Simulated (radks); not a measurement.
Si4+, configuration [Ne]. Method: Dirac Kohn-Sham, PBE, spin-unpolarised, spherical densities, finite nucleus; Fermi nuclear charge, rms radius 3.1224 fm; computed with a radial shooting solver on a logarithmic mesh with Libxc functionals.

Unscreened Slater integrals over Kohn-Sham orbitals (cm^-1). Large and small components are both included. Empty in this configuration: 3s1/2.

integral           value
F0(2p3/2,2p3/2)   379360
F2(2p3/2,2p3/2)   174350
F0(2p3/2,2p1/2)   380140
G2(2p3/2,2p1/2)   174450
F0(2p3/2,2s1/2)   363290
G1(2p3/2,2s1/2)   216850
F0(2p3/2,1s1/2)   534230
G1(2p3/2,1s1/2)    72289
F0(2p3/2,3s1/2)   150680
G1(2p3/2,3s1/2)    13245
F0(2p1/2,2p1/2)   380920
F0(2p1/2,2s1/2)   363930
G1(2p1/2,2s1/2)   216860
F0(2p1/2,1s1/2)   536710
G1(2p1/2,1s1/2)    72829
F0(2p1/2,3s1/2)   150750
G1(2p1/2,3s1/2)    13237
F0(2s1/2,2s1/2)   352870
F0(2s1/2,1s1/2)   499220
G0(2s1/2,1s1/2)    40404
F0(2s1/2,3s1/2)   149490
G0(2s1/2,3s1/2)    10494
F0(1s1/2,1s1/2)  1857000
F0(1s1/2,3s1/2)   167460
G0(1s1/2,3s1/2)   5347.7
F0(3s1/2,3s1/2)   114420
